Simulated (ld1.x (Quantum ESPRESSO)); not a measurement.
**phosphorus, TM: configuration errors across variants**

```
Element                 : P (Z = 15)
Generator               : ld1.x (Quantum ESPRESSO) 7.5
Type                    : norm-conserving Troullier–Martins (Kleinman–Bylander form)
Functional              : PW91
Relativity              : non-relativistic
Frozen core             : [Ne]
Valence charge          : 5
Reference configuration : 3s2 3p0 (charge +3)
Partial waves           : 3s (bound): rc 1.10 bohr; 3p (bound, empty): rc 1.65 bohr
Local potential         : all-electron potential smoothed inside 1.50 bohr (lloc = -1)
Core correction         : none
```

All-electron excitation energies from the reference (eV): (1) 3s2 3p3 -58.839; (2) 3s2 3p2 -49.051; (3) 3s2 3p1 -29.832; (4) 3s2 3p2.5 -55.037; (5) 3s1 3p0 51.969; (6) 3s0 3p5 -41.805; (7) 3s1 3p4 -50.386.

Errors AE − PS in meV (a dash: test not solved or not reliable):

```tsv
change	(1)	(2)	(3)	(4)	(5)	(6)	(7)	bound ghosts
base	+171	+119	+46	+149	+72	+336	+216	none
wave 3p (bound): rc 1.65 bohr becomes 3p (bound): rc 1.12 bohr	+115	+76	+28	+98	+72	+146	+119	none
wave 3p (bound): rc 1.65 bohr becomes 3p (bound): rc 1.28 bohr	+151	+103	+39	+131	+72	+281	+189	none
wave 3p (bound): rc 1.65 bohr becomes 3p (bound): rc 1.54 bohr	+170	+118	+45	+148	+72	+337	+217	none
wave 3p (bound): rc 1.65 bohr becomes 3p (bound): rc 1.74 bohr	+171	+119	+46	+149	+72	+335	+216	none
wave 3p (bound): rc 1.65 bohr becomes 3p (bound): rc 1.90 bohr	+171	+118	+46	+149	+72	+337	+217	none
wave 3p (bound): rc 1.65 bohr becomes 3p (bound): rc 2.10 bohr	+169	+117	+45	+147	+72	+343	+218	none
wave 3p (bound): rc 1.65 bohr becomes 3p (bound): rc 2.34 bohr	+163	+112	+43	+141	+72	+345	+215	none
wave 3p (bound): rc 1.65 bohr becomes 3p (bound): rc 2.48 bohr	+156	+107	+41	+135	+72	+342	+209	none
```

Question: Give the same row for: wave 3p (bound): rc 1.65 bohr becomes 3p (bound): rc 1.44 bohr.

Answer: +168, +116, +45, +146, +72, +335, +215; bound ghosts: none.
